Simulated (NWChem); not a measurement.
Molecule: tert-butyl chloride (C$_{4}$H$_{9}$Cl); SMILES CC(Cl)(C)C

All runs: NWChem. All runs use the structure optimised with PBE0/def2-SVP. COSMO at PBE/def2-SVP, default radii, gas-phase geometry; f = (ε − 1)/ε scales the surface charges.

```csv
row,f,electrostatic solvation energy (kcal/mol)
ε = 2.0,0.5000,-1.12
ε = 2.4,0.5833,withheld
ε = 11.7,0.9145,-2.21
ε = 20.7,0.9517,-2.32
ε = 46.7,0.9786,-2.39
```

Task: Fit a straight line of the last column on the one before it, predict the withheld value, and compare with the run.

Result: 
1. Means of the 4 shown rows: x = 0.83620, y = -2.010. Slope Σ(x − x̄)(y − ȳ)/Σ(x − x̄)² = -0.4048/0.1528 = -2.650; intercept 0.206.
2. The shown rows scatter about the line by 0.004 (root mean square); the largest residual is +0.01, at ε = 11.7.
3. At x = 0.5833 (ε = 2.4; inside the shown range) the line gives -1.34.
4. The run gives -1.33, +0.01 from the line.
